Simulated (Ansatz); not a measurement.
Consider the germylene formation by 1,1-elimination: `Cl[SiH2][GeH2][Cl]` → `[Cl][GeH]` + `[SiH3]Cl`.

Gas-phase electronic energies from Ansatz, PBE0-D4/def2-TZVP geometries. CCSD(T)/CBS is the MP2 limit (def2-TZVPP, def2-QZVPP) plus CCSD(T) − MP2 in def2-TZVPP, frozen cores. This one scheme is used for every species. DFT in def2-TZVPP. B3LYP here is the variant with VWN-RPA as its local correlation; programs differ in this. For Ge outer-core shells are correlated without core-valence functions, which leaves a few kJ/mol of doubt a bond. Scalar relativity is left out up to krypton. Each species was taken in one conformer, which may not be the lowest.

```
             level  ΔE (kJ/mol)  difference from CCSD(T)/CBS
            PBE-D4        127.0                          0.2
           PBE0-D4        139.2                         12.4
          B3LYP-D4        110.2                        -16.6
           ωB97X-V        134.1                          7.3
            B2PLYP        113.4                        -13.4
               PBE        117.7                         -9.1
            r2SCAN        136.3                          9.5
             B3LYP         95.1                        -31.7
     HF/def2-TZVPP        100.4                        -26.4
SCS-MP2/def2-TZVPP        128.9                          2.1
   CCSD/def2-TZVPP        128.8                          2.0
CCSD(T)/def2-TZVPP        132.5                          5.7
     HF/def2-QZVPP         99.0                        -27.8
    MP2/def2-QZVPP        139.9                         13.1
SCS-MP2/def2-QZVPP        126.1                         -0.7
      HF/CBS(def2)         98.8                        -28.0
       CCSD(T)/CBS        126.8                            0
```

Largest T1 diagnostic among the species: 0.013.

The D4 term adds +15.1 kJ/mol with B3LYP and +8.4 kJ/mol with PBE0; it sums over pairs of atoms, weighted by their polarisabilities, and B3LYP, whose exchange is more repulsive, gets the larger term. From PBE to PBE0 (25 % exact exchange), in def2-TZVPP and without D4, ΔE moves by +13.1 kJ/mol. In def2-TZVPP, CCSD(T) changes the Hartree–Fock value by +32.1 kJ/mol (the triples alone add +3.6 kJ/mol) and MP2 by +43.3 kJ/mol.

CCSD(T)/CBS has its own doubt, a few kJ/mol and more with outer-core shells, so smaller differences from it don't rank the levels.
